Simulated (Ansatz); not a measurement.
The same path of C₂H₅ClGaN (10 atoms, charge 0, multiplicity 1) was run twice with different band settings. The coordinate that changes most is the dihedral C3–C4–N5–H10.

Computed with RKS PBE0-D4/def2-SVP in Ansatz 0.2.0.

Relaxed end points:

```xyz
10
Properties=species:S:1:pos:R:3
Cl -2.576 1.028 -1.928
Ga -2.509 -0.268 -0.040
C 0.711 0.385 0.862
C 0.857 -0.831 0.039
N -0.221 0.110 -0.221
H 0.286 0.308 1.868
H 1.423 1.204 0.723
H 0.540 -1.799 0.442
H 1.673 -0.879 -0.689
H -0.101 0.689 -1.054
```

```xyz
10
Properties=species:S:1:pos:R:3
Cl -2.402 0.532 -1.173
Ga -2.690 -0.767 0.636
C 0.642 0.500 0.689
C 0.779 -0.722 -0.135
N 0.987 0.588 -0.713
H -0.364 0.816 0.999
H 1.430 0.772 1.400
H -0.129 -1.275 -0.412
H 1.667 -1.355 -0.035
H 0.163 0.860 -1.254
```

Common settings: climbing image yes; spring 5.0 eV/Å²; optimiser quadratic models (default); start path through a guess of the saddle point; force threshold 0.05 eV/Å; end points relaxed.

| run | movable images | iteration limit |
| --- | --- | --- |
| 1 | 9 | 28 |
| 2 | 3 | 60 |

Problem. What does each run give, and how far can it be trusted?

Solution. Run 1: converged after 23 iterations, highest image 0.926 eV above the first end. A vibrational analysis at the climbing image gives one clearly imaginary mode, 585i cm⁻¹: a first-order saddle point.
Run 2: converged after 23 iterations, highest image 0.926 eV above the first end. The dihedral C3–C4–N5–H10 jumps by 91° between images 1 and 2, so the path isn't resolved there. Another band between the same ends (9 images) ends at a top of the same energy, where a vibrational analysis finds 1 clearly imaginary mode. So few images can step over the top or miss a turn of the path.
